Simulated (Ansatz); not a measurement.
## SiHCl2OF (SMILES O[Si](F)(Cl)Cl): the energy, rung by rung

SiHCl2OF: 6 atoms, total charge 0, spin state singlet. As SMILES, `O[Si](F)(Cl)Cl`. Geometry: optimised at r2SCAN/def2-SVP. This is one conformer, not always the lowest.

```xyz
6

O    -0.5224    0.4639    1.1326
Si    0.2160    0.0155   -0.2509
F     1.6032   -0.7400    0.0508
Cl   -0.9298   -1.2819   -1.3368
Cl    0.6219    1.6982   -1.3074
H    -0.9467   -0.2199    1.6656
```

Each level gives the adiabatic ionisation energy (to the doublet cation, shapes relaxed at r2SCAN/def2-SVP, no zero-point term) (eV). The values are calculated.

```json
{"level": "HF/def2-SVP", "kind": "Hartree–Fock", "program": "Ansatz", "value (eV)": "11.20", "less CCSD(T)/def2-SVP": "-0.02", "CPU time (all runs)": "6.6 s"}
{"level": "SVWN5/def2-SVP", "kind": "LDA", "program": "Ansatz", "value (eV)": "10.96", "less CCSD(T)/def2-SVP": "-0.26", "CPU time (all runs)": "5 s"}
{"level": "PBE/def2-SVP", "kind": "GGA", "program": "Ansatz", "value (eV)": "10.86", "less CCSD(T)/def2-SVP": "-0.36", "CPU time (all runs)": "9 s"}
{"level": "B3LYP/def2-SVP", "kind": "global hybrid", "program": "Ansatz", "value (eV)": "11.15", "less CCSD(T)/def2-SVP": "-0.07", "CPU time (all runs)": "10 s"}
{"level": "PBE0-D4/def2-SVP", "kind": "global hybrid", "program": "Ansatz", "value (eV)": "11.30", "less CCSD(T)/def2-SVP": "+0.08", "CPU time (all runs)": "11 s"}
{"level": "wB97M-V/def2-SVP", "kind": "range-separated hybrid", "program": "Ansatz", "value (eV)": "11.43", "less CCSD(T)/def2-SVP": "+0.21", "CPU time (all runs)": "54 s"}
{"level": "B2PLYP/def2-SVP", "kind": "double hybrid", "program": "Ansatz", "value (eV)": "11.22", "less CCSD(T)/def2-SVP": "0.00", "CPU time (all runs)": "14 s"}
{"level": "MP2/def2-SVP", "kind": "perturbation theory", "program": "Ansatz", "value (eV)": "11.35", "less CCSD(T)/def2-SVP": "+0.13", "CPU time (all runs)": "7.1 s"}
{"level": "CCSD(T)/def2-SVP", "kind": "coupled cluster or CI", "program": "Ansatz", "value (eV)": "11.22", "less CCSD(T)/def2-SVP": "0.00", "CPU time (all runs)": "40 s"}
```

CCSD(T)/def2-SVP is the highest level here, not the true value. The values span 10.86 to 11.43 eV. In so small a basis fixed costs decide the times, and correlated methods can beat functionals. CPU times are rough (shared hosts, several kinds of processor and program).
